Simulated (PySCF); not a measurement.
Gas-phase thermal properties of VOF3

Computed with PySCF (xtb for GFN2) and rigid-rotor harmonic-oscillator thermochemistry at 1 bar. 6-31G* has spherical d functions here. All species are closed-shell singlets. B3LYP is the form with VWN-RPA correlation. The harmonic model lacks anharmonicity and excited electronic states, which grow with temperature; levels with a mode under 35 cm⁻¹ are left out.

| level | point group | σ | ZPE (kJ/mol) | S°298 (J/mol/K) | Cp298 (J/mol/K) | S°1000 (J/mol/K) | H1000 − H298 (kJ/mol) |
|---|---|---|---|---|---|---|---|
| B3LYP/6-31G* | C3v | 3 | 29.9 | 306.4 | 78.0 | 418.8 | 66.9 |
| GFN2-xTB | C3v | 3 | 24.9 | 311.5 | 83.7 | 428.4 | 69.2 |
| HF/6-31G* | C3v | 3 | 32.9 | 302.0 | 75.3 | 412.0 | 65.6 |
| PBE/def2-SVP | C3v | 3 | 28.5 | 308.6 | 79.4 | 422.2 | 67.5 |
| PBE0/def2-TZVP | C3v | 3 | 29.3 | 307.5 | 78.6 | 420.4 | 67.1 |
σ: rotational symmetry number. Electronic degeneracy used: 1. Frequencies are unscaled.
